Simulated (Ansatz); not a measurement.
Input (CCSDT(Q)/cc-pV(D+d)Z; Ansatz, an electronic-structure program): A basis named .json is the Basis Set Exchange file of that set.

Ansatz 0.2 input:
```yaml
crystal:
  periodic: [false, false, false]
  atoms:
    - {symbol: C, position_ang: [-0.84137177, -1.10590869, 0.27355073]}
    - {symbol: C, position_ang: [-1.20343827, 0.18528304, 0.03326182]}
    - {symbol: S, position_ang: [0.19859518, 1.13847244, -0.24233289]}
    - {symbol: C, position_ang: [1.17075617, -0.27495822, -0.01317132]}
    - {symbol: N, position_ang: [0.50564413, -1.35904572, 0.24558903]}
    - {symbol: H, position_ang: [-1.52826524, -1.91390468, 0.47765761]}
    - {symbol: H, position_ang: [-2.19168345, 0.61197953, 0.00495437]}
    - {symbol: H, position_ang: [2.24724020, -0.22681058, -0.08625631]}
basis:
  gaussian:
    orbitals: cc-pV_D+d_Z.json
magnetization: {spin_polarized: false}
correlation: {method: ccsdt_q, electrons: outside_noble_gas}
```

Output:

```
Functional definition: HF
integrals: 0.16 GiB planned
1815 factors; integrals over basis functions are off by at most 1.7e-7 eV
mean field: 0.47 GiB planned
mean field evaluation 1: about -15434.8406 eV, gradient 2.9e1 eV
mean field evaluation 2: about -15435.0843 eV, gradient 2.9e1 eV
mean field evaluation 4: about -15437.6426 eV, gradient 4.7e0 eV
mean field evaluation 8: about -15437.7390 eV, gradient 2.1e-1 eV
mean field evaluation 16: about -15436.6226 eV, gradient 1.8e1 eV
mean field -15437.73949760 eV, -567.3264624611 hartree, gradient 2.1e-6 eV, S^2 0.000000; 0 other end points of the search recorded, 0 dependent functions left out; unrestricted orbitals would lower it
9 core orbitals not correlated
reference -15437.73949760 eV, -567.3264624611 hartree; 13, 13 occupied and 72, 72 virtual orbitals, 1815 factors
second order -18.77444030 eV of doubles, -0.00000000 eV of singles
coupled cluster: 5.13 GiB planned
cycle   1  -18.80039608 eV  change   -2.6e-2 eV  update   1.4e-1
cycle   2  -19.83347065 eV  change    -1.0e0 eV  update   7.5e-2
cycle   3  -20.47658312 eV  change   -6.4e-1 eV  update   3.1e-2
cycle   4  -20.41878772 eV  change    5.8e-2 eV  update   1.1e-2
cycle   5  -20.38492741 eV  change    3.4e-2 eV  update   6.7e-3
cycle   6  -20.39281720 eV  change   -7.9e-3 eV  update   2.8e-3
cycle   7  -20.40070918 eV  change   -7.9e-3 eV  update   1.2e-3
cycle   8  -20.40049976 eV  change    2.1e-4 eV  update   6.2e-4
cycle   9  -20.39894209 eV  change    1.6e-3 eV  update   2.7e-4
cycle  10  -20.39946905 eV  change   -5.3e-4 eV  update   1.3e-4
cycle  11  -20.39907691 eV  change    3.9e-4 eV  update   6.5e-5
cycle  12  -20.39899782 eV  change    7.9e-5 eV  update   2.6e-5
cycle  13  -20.39902017 eV  change   -2.2e-5 eV  update   1.2e-5
cycle  14  -20.39901898 eV  change    1.2e-6 eV  update   5.1e-6
cycle  15  -20.39901049 eV  change    8.5e-6 eV  update   3.0e-6
cycle  16  -20.39901002 eV  change    4.7e-7 eV  update   1.5e-6
coupled cluster: 5.13 GiB planned
perturbative correction -0.08143350 eV, -0.0029926258 hartree
Total energy: -15458.21994111 eV, -568.0791048782 hartree
```
